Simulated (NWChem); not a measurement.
System meant: H2Se3; SMILES [SeH][Se][SeH]

Here is an NWChem input.

```
start job
memory heap 200 mb stack 900 mb global 1100 mb
geometry units angstroms noautosym nocenter noautoz
  Se     0.000000     0.000000     0.959428
  Se     1.867117    -0.035353    -0.440847
  H      1.983531     1.427597    -0.598200
  Se    -1.867117     0.035353    -0.440847
  H     -1.983531    -1.427597    -0.598200
end
basis spherical
  Se library def2-svp
  H library def2-svp
end
dft
  xc xtpss03 ctpss03
  iterations 150
end
property
  shielding 3 1 2 3
end
task dft property
```

End of the output:

```
 Vector   55  Occ=0.000000D+00  E=-1.902272D-02
              MO Center=  2.4D-07,  1.0D-07, -4.7D-01, r^2= 7.0D+00
   Bfn.  Coefficient  Atom+Function         Bfn.  Coefficient  Atom+Function
  ----- ------------  ---------------      ----- ------------  ---------------
    66      0.879658  3 H  s                103      0.879658  5 H  s
    48     -0.665356  2 Se py                85      0.665356  4 Se py
    37     -0.472129  2 Se s                 74     -0.472129  4 Se s
    65      0.236259  3 H  s                102      0.236258  5 H  s
    36     -0.224258  2 Se s                 73     -0.224258  4 Se s

 center of mass
 --------------
 x =   0.00000000 y =   0.00000000 z =   0.03900908

 moments of inertia (a.u.)
 ------------------
         386.546844549237          16.822663352005           0.000000000000
          16.822663352005        2364.428631696456           0.000000000000
           0.000000000000           0.000000000000        2008.630302515456

     Multipole analysis of the density
     ---------------------------------

     L   x y z        total         alpha         beta         nuclear
     -   - - -        -----         -----         ----         -------
     0   0 0 0     -0.000000    -52.000000    -52.000000    104.000000

     1   1 0 0     -0.000000     -0.000000     -0.000000      0.000000
     1   0 1 0      0.000000      0.000000      0.000000      0.000000
     1   0 0 1     -0.172817     -1.453206     -1.453206      2.733594

     2   2 0 0    -40.073225   -457.358703   -457.358703    874.644180
     2   1 1 0      2.313000     -0.941159     -0.941159      4.195319
     2   1 0 1      0.000000      0.000000      0.000000     -0.000000
     2   0 2 0    -39.638753    -27.249074    -27.249074     14.859396
     2   0 1 1      0.000000      0.000000      0.000000      0.000000
     2   0 0 2    -41.867039   -101.690087   -101.690087    161.513135

          -----------------------------------------
          Chemical Shielding Tensors (GIAO, in ppm)
          -----------------------------------------

 ------------------------------------------------------------------------
  xtpss03: d2 not coded                    0
 ------------------------------------------------------------------------
 ------------------------------------------------------------------------
  current input line :
    21: task dft property
 ------------------------------------------------------------------------
 ------------------------------------------------------------------------
 This error has not yet been assigned to a category
 ------------------------------------------------------------------------
 For more information see the NWChem manual at https://nwchemgit.github.io

0: xtpss03: d2 not coded:Received an Error in Communication
```

Task: What is wrong, and how is it mended?

Result: The run crashed. Cause: this functional's second derivatives, which shieldings need, aren't coded here; the fix takes a hybrid GGA instead. This input runs:
```
start job
memory heap 200 mb stack 900 mb global 1100 mb
geometry units angstroms noautosym nocenter noautoz
  Se     0.000000     0.000000     0.959428
  Se     1.867117    -0.035353    -0.440847
  H      1.983531     1.427597    -0.598200
  Se    -1.867117     0.035353    -0.440847
  H     -1.983531    -1.427597    -0.598200
end
basis spherical
  Se library def2-svp
  H library def2-svp
end
dft
  xc pbe0
  iterations 150
end
property
  shielding 3 1 2 3
end
task dft property
```
It converges to -7204.15578 Ha (PBE0/def2-SVP, GIAO).
